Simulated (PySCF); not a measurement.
Method: CAM-B3LYP-D3(BJ)/def2-TZVP // CAM-B3LYP-D3(BJ)/def2-SVP run with PySCF 2.14.0. Gas-phase values, no solvent. Delta-SCF ions had no search for a lower state. Excitations are Tamm–Dancoff values on a coarser integration grid. The basis has no diffuse functions, so Rydberg states are missing or too high.

Reference species (SMILES): `[BH2-]1[SeH+][BH2-][SeH+]1` (neutral, multiplicity 1).

```json
{
  "vertical ionisation energy (Delta-SCF)": "9.74 eV",
  "S1–T1 gap (TDA)": "0.55 eV"
}
```

Changed species: `[BH2-]1[OH+][BH2-][OH+]1`.

### Question
Predict the effect on the vertical ionisation energy (Delta-SCF) and S1–T1 gap (TDA).

### Answer
the vertical ionisation energy (Delta-SCF) increases by 0.78 eV, to 10.52 eV; the S1–T1 gap (TDA) falls by 0.21 eV, to 0.34 eV.
